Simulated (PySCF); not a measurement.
# Telling isomers of C6H10O2 apart by NMR

[PySCF 2.14: GIAO PBE0/pcSseg-1 shieldings; coordinates at the GFN2-xTB level; one computed conformer; no solvent; non-relativistic; rapidly exchanging positions averaged]

Chemical shifts δ = σref − σ; ¹H (σref 31.72), ¹³C (σref 186.93) against TMS, all at this level. Where no couplings were computed, multiplicities follow the n + 1 count of equivalent neighbours, and m marks all less simple cases (inequivalent or close neighbours, rings, F or P nearby). Shifts are as computed. Against solution values, carbons near 30 ppm lie about +3 ppm off and those near 130 ppm about +5 ppm. Of 1211 compounds with measured shifts, 218 miss one by over three times the rms of a fit or turn the order of signals round; such compounds aren't used in these exercises.

(1) Tabulate the signals of `CC(=O)C(C)C(C)=O`, `C/C=C\COC(C)=O`, `C[C@@H]1COCCC1=O` and their relative energies.

(2) What is the quickest way to tell C/C=C\COC(C)=O from C[C@@H]1COCCC1=O?

(3) What is the quickest way to tell CC(=O)C(C)C(C)=O from C/C=C\COC(C)=O?

(4) What is the quickest way to tell CC(=O)C(C)C(C)=O from C[C@@H]1COCCC1=O?

Results:

(1) 
```json
{"SMILES": "CC(=O)C(C)C(C)=O", "carbon types": "2×C 1×CH 3×CH3", "δC": "210.2, 69.9, 28.8, 15.4", "δH": "3.69 (q, 1H), 2.23 (s, 6H), 1.40 (d, 3H)", "E rel. (kcal/mol)": "0.0"}
{"SMILES": "C/C=C\\COC(C)=O", "carbon types": "1×C 2×CH 1×CH2 2×CH3", "δC": "176.4, 134.2, 133.9, 62.1, 23.5, 16.2", "δH": "5.86 (m, 1H), 5.66 (m, 1H), 5.05 (d, 2H), 2.12 (s, 3H), 1.80 (d, 3H)", "E rel. (kcal/mol)": "7.3"}
{"SMILES": "C[C@@H]1COCCC1=O", "carbon types": "1×C 1×CH 3×CH2 1×CH3", "δC": "213.5, 80.2, 74.3, 50.5, 48.1, 11.7", "δH": "4.52 (m, 1H), 4.39 (m, 1H), 3.67 (m, 1H), 3.20 (m, 1H), 2.66 (m, 1H), 2.51 (m, 1H), 2.08 (m, 1H), 0.89 (d, 3H)", "E rel. (kcal/mol)": "5.2"}
```

Energies are electronic energies at PBE0/pcSseg-1 on these geometries, without zero-point or thermal terms, each for the one conformer computed, which needn't be the lowest.

(2) Both give the same number of carbon signals, but DEPT or the intensities differ. The first has an alkene CH at 134.2 ppm, the second an sp3 CH α to a carbonyl at 50.5 ppm. Their most deshielded carbons lie at 176.4 and 213.5 ppm. In the proton spectra the most deshielded non-exchanging signals are 5.86 (m, 1H) and 4.52 (m, 1H).

(3) Count the carbon signals: 4 against 6. The first has an sp3 CH α to a carbonyl at 69.9 ppm, the second an alkene CH at 134.2 ppm. Their most deshielded carbons lie at 210.2 and 176.4 ppm. In the proton spectra the most deshielded non-exchanging signals are 3.69 (q, 1H) and 5.86 (m, 1H).

(4) Count the carbon signals: 4 against 6. The first has an sp3 CH α to a carbonyl at 69.9 ppm, the second an sp3 CH2 bonded to O at 80.2 ppm. Their most deshielded carbons lie at 210.2 and 213.5 ppm. In the proton spectra the most deshielded non-exchanging signals are 3.69 (q, 1H) and 4.52 (m, 1H).
